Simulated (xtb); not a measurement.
A run for xtb: GFN1-xTB on C4H12O (a complex), monomers drawn apart or pushed together.

```
$ xtb mol.xyz --gfn 1 --sp --chrg 0 --uhf 0
17

C      0.48432757     0.24327887    -0.27983338
O     -0.51380241    -0.51807701     0.38321416
H      0.75164376     1.14700212     0.27856529
H      0.06813634     0.54281199    -1.24073835
H      1.39336548    -0.34016136    -0.46387932
H     -0.17449668    -0.79623419     1.23979806
C     -0.30315634    -1.28294091     3.59443804
C     -0.02435459     0.08227530     4.21790902
C      0.33610865     1.14408885     3.18210201
H     -0.53505253    -2.03395487     4.35147173
H     -1.15465692    -1.23595157     2.91042475
H      0.56632904    -1.64449686     3.03616516
H      0.78794897    -0.00895075     4.94469769
H     -0.90333647     0.40742397     4.78161852
H      0.51754448     2.11378660     3.64879600
H      1.24311657     0.86691724     2.63745866
H     -0.46555317     1.26908005     2.45059593
```

Program output:

```
[...]
           -------------------------------------------------
          |                Calculation Setup                |
           -------------------------------------------------



molecular fragmentation (1/2 indicates fragments):
11111122222222222
# atoms in fragment 1/2:     6    11
 fragment masses (1/2) :       32.04       44.10
CMA distance (Bohr)    :   6.754
constraining FC (au)   :  0.0500

           -------------------------------------------------
          |                 G F N 1 - x T B                 |
           -------------------------------------------------

        Reference                      10.1021/acs.jctc.7b00118
      * Hamiltonian:
        H0-scaling (s, p, d)           1.850000    2.250000    2.000000
        zeta-weighting                 0.000000
      * Dispersion:
        s8                             2.400000
        a1                             0.630000
        a2                             5.000000
        s9                             0.000000
      * Repulsion:
        kExp                           1.500000
        rExp                           1.000000
      * Coulomb:
        alpha                          2.000000
        third order                    atomic
        anisotropic                    false
      * Halogen bond correction:
        rad-scale                      1.300000
        damping                        0.440000


          ...................................................
          :                      SETUP                      :
          :.................................................:
          :  # basis functions                  44          :
          :  # atomic orbitals                  44          :
          :  # shells                           34          :
          :  # electrons                        34          :
          :  # halogen bonds                     0          :
          :  max. iterations                   250          :
          :  Hamiltonian                  GFN1-xTB          :
          :  restarted?                      false          :
          :  GBSA solvation                  false          :
          :  PC potential                    false          :
          :  electronic temp.          300.0000000     K    :
          :  accuracy                    1.0000000          :
          :  -> integral cutoff          0.2500000E+02      :
          :  -> integral neglect         0.1000000E-07      :
          :  -> SCF convergence          0.1000000E-05 Eh   :
          :  -> wf. convergence          0.2000000E-04 e    :
          :  Broyden damping             0.4000000          :
          :  net charge                          0          :
          :  unpaired electrons                  0          :
          ...................................................

 iter      E             dE          RMSdq      gap      omega  full diag
   1    -19.8230128 -0.198230E+02  0.710E+00    8.37       0.0  T
   2    -19.8517274 -0.287146E-01  0.431E+00    8.37       1.0  T
   3    -19.8521678 -0.440388E-03  0.614E-01    8.52       1.0  T
   4    -19.8537486 -0.158082E-02  0.102E-01    8.54       1.0  T
   5    -19.8538494 -0.100843E-03  0.196E-02    8.52       1.2  T
   6    -19.8538519 -0.243050E-05  0.230E-03    8.52      10.5  T
   7    -19.8538519 -0.178944E-07  0.584E-04    8.52      41.5  T
   8    -19.8538519 -0.273151E-08  0.861E-05    8.52     281.7  T
   9    -19.8538519 -0.295621E-10  0.227E-05    8.52    1067.0  T

   *** convergence criteria satisfied after 9 iterations ***

         #    Occupation            Energy/Eh            Energy/eV
      -------------------------------------------------------------
         1        2.0000           -0.7678077             -20.8931
       ...           ...                  ...                  ...
        11        2.0000           -0.5240417             -14.2599
        12        2.0000           -0.5128806             -13.9562
        13        2.0000           -0.4901227             -13.3369
        14        2.0000           -0.4862324             -13.2311
        15        2.0000           -0.4811326             -13.0923
        16        2.0000           -0.4751313             -12.9290
        17        2.0000           -0.4586941             -12.4817 (HOMO)
        18                         -0.1456094              -3.9622 (LUMO)
        19                         -0.1426036              -3.8804
        20                         -0.1220570              -3.3213
        21                         -0.1112587              -3.0275
        22                         -0.0903071              -2.4574
       ...                                ...                  ...
        44                          0.4926207              13.4049
      -------------------------------------------------------------
                  HL-Gap            0.3130847 Eh            8.5195 eV
             Fermi-level           -0.3021518 Eh           -8.2220 eV

 SCC (total)                   0 d,  0 h,  0 min,  0.007 sec
 SCC setup                      ...        0 min,  0.000 sec (  1.031%)
 Dispersion                     ...        0 min,  0.000 sec (  0.647%)
 classical contributions        ...        0 min,  0.000 sec (  0.279%)
 integral evaluation            ...        0 min,  0.002 sec ( 23.038%)
 iterations                     ...        0 min,  0.002 sec ( 26.151%)
 molecular gradient             ...        0 min,  0.004 sec ( 47.642%)
 printout                       ...        0 min,  0.000 sec (  1.090%)

         :::::::::::::::::::::::::::::::::::::::::::::::::::::
         ::                     SUMMARY                     ::
         :::::::::::::::::::::::::::::::::::::::::::::::::::::
         :: total energy             -19.629836305389 Eh    ::
         :: gradient norm              0.017218999553 Eh/a0 ::
         :: HOMO-LUMO gap              8.519468422304 eV    ::
         ::.................................................::
         :: SCC energy               -19.853851870971 Eh    ::
         :: -> electrostatic           0.044882954112 Eh    ::
         :: repulsion energy           0.229054839048 Eh    ::
         :: dispersion energy         -0.005039273466 Eh    ::
         :: halogen bond corr.         0.000000000000 Eh    ::
         :: add. restraining           0.000000000000 Eh    ::
         :: total charge               0.000000000000 e     ::
         :::::::::::::::::::::::::::::::::::::::::::::::::::::

           -------------------------------------------------
          |                Property Printout                |
           -------------------------------------------------

    * Orbital Energies and Occupations

         #    Occupation            Energy/Eh            Energy/eV
      -------------------------------------------------------------
         1        2.0000           -0.7678077             -20.8931
       ...           ...                  ...                  ...
         5        2.0000           -0.6100045             -16.5991
         6        2.0000           -0.5981505             -16.2765
         7        2.0000           -0.5670591             -15.4305
         8        2.0000           -0.5611367             -15.2693
         9        2.0000           -0.5574917             -15.1701
        10        2.0000           -0.5461805             -14.8623
        11        2.0000           -0.5240417             -14.2599
        12        2.0000           -0.5128806             -13.9562
        13        2.0000           -0.4901227             -13.3369
        14        2.0000           -0.4862324             -13.2311
        15        2.0000           -0.4811326             -13.0923
        16        2.0000           -0.4751313             -12.9290
        17        2.0000           -0.4586941             -12.4817 (HOMO)
        18                         -0.1456094              -3.9622 (LUMO)
        19                         -0.1426036              -3.8804
        20                         -0.1220570              -3.3213
        21                         -0.1112587              -3.0275
        22                         -0.0903071              -2.4574
        23                         -0.0846934              -2.3046
        24                         -0.0720668              -1.9610
        25                         -0.0662169              -1.8019
        26                         -0.0489257              -1.3313
        27                         -0.0456201              -1.2414
        28                         -0.0389742              -1.0605
       ...                                ...                  ...
        44                          0.4926207              13.4049
      -------------------------------------------------------------
                  HL-Gap            0.3130847 Eh            8.5195 eV
             Fermi-level           -0.3021518 Eh           -8.2220 eV

  Mulliken/CM5 charges         n(s)   n(p)   n(d)
     1C     0.17219  0.04537   0.965  2.863  0.000
     2O    -0.56600 -0.79248   1.691  4.875  0.000
     3H     0.00864  0.06643   0.991  0.000  0.000
     4H     0.03283  0.09270   0.967  0.000  0.000
     5H     0.00976  0.06700   0.990  0.000  0.000
     6H     0.33041  0.50499   0.670  0.000  0.000
     7C    -0.09095 -0.24324   1.012  3.079  0.000
     8C    -0.03392 -0.14845   1.023  3.011  0.000
     9C    -0.09005 -0.24193   1.010  3.080  0.000
    10H     0.03432  0.08533   0.966  0.000  0.000
    11H     0.03467  0.08828   0.965  0.000  0.000
    12H     0.02237  0.07449   0.978  0.000  0.000
    13H     0.02254  0.07676   0.977  0.000  0.000
    14H     0.02504  0.07931   0.975  0.000  0.000
    15H     0.03130  0.08233   0.969  0.000  0.000
    16H     0.02208  0.07441   0.978  0.000  0.000
    17H     0.03479  0.08868   0.965  0.000  0.000

Wiberg/Mayer (AO) data.
largest (>0.10) Wiberg bond orders for each atom

 ---------------------------------------------------------------------------
     #   Z sym  total        # sym  WBO       # sym  WBO       # sym  WBO
 ---------------------------------------------------------------------------
     1   6 C    3.924 --     4 H    0.987     5 H    0.984     3 H    0.982
                             2 O    0.967
     2   8 O    1.910 --     1 C    0.967     6 H    0.875
     3   1 H    1.016 --     1 C    0.982
     4   1 H    1.016 --     1 C    0.987
     5   1 H    1.012 --     1 C    0.984
     6   1 H    0.910 --     2 O    0.875
     7   6 C    3.997 --     8 C    1.018    12 H    0.985    10 H    0.983
                            11 H    0.981
     8   6 C    3.998 --     7 C    1.018     9 C    1.018    13 H    0.981
                            14 H    0.981
     9   6 C    3.997 --     8 C    1.018    16 H    0.986    17 H    0.985
                            15 H    0.985
    10   1 H    1.004 --     7 C    0.983
    11   1 H    1.006 --     7 C    0.981
    12   1 H    1.006 --     7 C    0.985
    13   1 H    1.007 --     8 C    0.981
    14   1 H    1.007 --     8 C    0.981
    15   1 H    1.005 --     9 C    0.985
    16   1 H    1.006 --     9 C    0.986
    17   1 H    1.007 --     9 C    0.985
 ---------------------------------------------------------------------------

Topologies differ in total number of bonds
Writing topology from bond orders to xtbtopo.mol

 dipole moment from electron density (au)
     X       Y       Z
   0.8348   0.1713   0.4823  total (Debye):    2.489


           -------------------------------------------------
          | TOTAL ENERGY              -19.629836305389 Eh   |
          | GRADIENT NORM               0.017218999553 Eh/α |
          | HOMO-LUMO GAP               8.519468422304 eV   |
           -------------------------------------------------

------------------------------------------------------------------------
Note: The following floating-point exceptions are signalling: IEEE_DENORMAL
normal termination of xtb
------------------------------------------------------------------------
 total:
 SCF:
```

The run finished.

Cost: around 0.020 core-seconds (rough).
